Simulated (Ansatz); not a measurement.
Relaxation of Sn(vinyl)I3 (C₂H₃I₃Sn) with RKS PBE-D4/def2-SVP.

```sh
$ ansatz run in.yaml --threads 2 --pin off --events-out ev --progress --plain --max-ram 32768MiB --backend cpu
```

```yaml
crystal:
  periodic: [false, false, false]
  atoms:
    - {symbol: Sn, position_ang: [-0.180930, 0.320350, -1.274430]}
    - {symbol: C, position_ang: [-0.191670, 0.318960, 0.950960]}
    - {symbol: C, position_ang: [0.364130, -0.643510, 1.639370]}
    - {symbol: H, position_ang: [-0.694530, 1.173870, 1.370290]}
    - {symbol: H, position_ang: [0.862320, -1.487600, 1.188630]}
    - {symbol: H, position_ang: [0.351530, -0.632560, 2.721450]}
    - {symbol: I, position_ang: [2.387100, 0.315970, -2.191570]}
    - {symbol: I, position_ang: [-1.466200, 2.543350, -2.180150]}
    - {symbol: I, position_ang: [-1.431750, -1.908810, -2.224570]}
basis:
  gaussian: {orbitals: def2-SVP}
hamiltonian: {xc: pbe, dispersion: d4}
scf: {lower_state_search: "off"}
output: {orbitals: {seedname: orbitals}}
relax: {f_tol: 0.02, max_steps: 100}
```

Run time 14 s (2 threads of AMD EPYC 7R13 on a shared host).

Positions (Å) and forces (eV/Å) at steps 1, 2, 3, 4, 6 of 6:

```xyz
9
step=1 energy=-32254.5951 eV
Sn   -0.181    0.320   -1.274    0.013   -0.013    0.613
C    -0.192    0.319    0.951   -0.437    0.747   -2.137
C     0.364   -0.644    1.639    0.466   -0.783    0.608
H    -0.695    1.174    1.370   -0.430    0.732    0.419
H     0.862   -1.488    1.189    0.403   -0.695   -0.380
H     0.352   -0.633    2.721   -0.018    0.018    0.842
I     2.387    0.316   -2.192   -0.063   -0.009    0.006
I    -1.466    2.543   -2.180    0.027   -0.050    0.019
I    -1.432   -1.909   -2.225    0.038    0.053    0.011
9
step=2 energy=-32254.6785 eV
Sn   -0.177    0.318   -1.233   -0.013   -0.001   -0.159
C    -0.206    0.330    0.912   -0.054    0.166   -0.440
C     0.369   -0.643    1.616    0.033   -0.170    0.314
H    -0.713    1.201    1.343   -0.088    0.152    0.227
H     0.865   -1.509    1.159    0.118   -0.147   -0.126
H     0.356   -0.627    2.716    0.005    0.005    0.204
I     2.375    0.302   -2.170    0.010    0.000   -0.003
I    -1.459    2.531   -2.144   -0.005    0.012   -0.008
I    -1.411   -1.902   -2.200   -0.006   -0.016   -0.009
9
step=3 energy=-32254.6812 eV
Sn   -0.182    0.320   -1.244    0.033    0.019   -0.012
C    -0.191    0.340    0.912   -0.079   -0.118   -0.063
C     0.350   -0.658    1.626    0.239    0.167    0.019
H    -0.709    1.205    1.361   -0.003   -0.036    0.056
H     0.905   -1.497    1.166   -0.148   -0.014    0.008
H     0.335   -0.640    2.732   -0.049   -0.021   -0.016
I     2.370    0.298   -2.184    0.005   -0.002   -0.006
I    -1.461    2.534   -2.159    0.000   -0.007    0.003
I    -1.417   -1.902   -2.211    0.002    0.011    0.011
9
step=4 energy=-32254.6851 eV
Sn   -0.181    0.321   -1.248    0.005    0.005    0.040
C    -0.200    0.336    0.911    0.074   -0.091    0.053
C     0.377   -0.642    1.631   -0.125   -0.052   -0.113
H    -0.716    1.200    1.368    0.048   -0.053   -0.002
H     0.873   -1.519    1.165   -0.032    0.167    0.079
H     0.348   -0.631    2.737    0.032    0.026   -0.070
I     2.373    0.302   -2.185   -0.007    0.000    0.003
I    -1.462    2.535   -2.163    0.003   -0.008    0.004
I    -1.413   -1.902   -2.216    0.002    0.006    0.006
9
step=6 energy=-32254.6873 eV
Sn   -0.180    0.322   -1.248    0.000   -0.003    0.004
C    -0.201    0.331    0.907   -0.003    0.006   -0.005
C     0.368   -0.647    1.627    0.009   -0.018    0.016
H    -0.711    1.195    1.369    0.004   -0.007   -0.002
H     0.879   -1.512    1.171   -0.004    0.010   -0.009
H     0.347   -0.626    2.732   -0.005    0.008   -0.003
I     2.373    0.302   -2.185    0.001    0.000    0.000
I    -1.460    2.535   -2.160   -0.002    0.003   -0.001
I    -1.414   -1.900   -2.213   -0.001    0.000    0.000
```

In the def2 sets I, Sn take a core potential; there is no spin–orbit coupling.
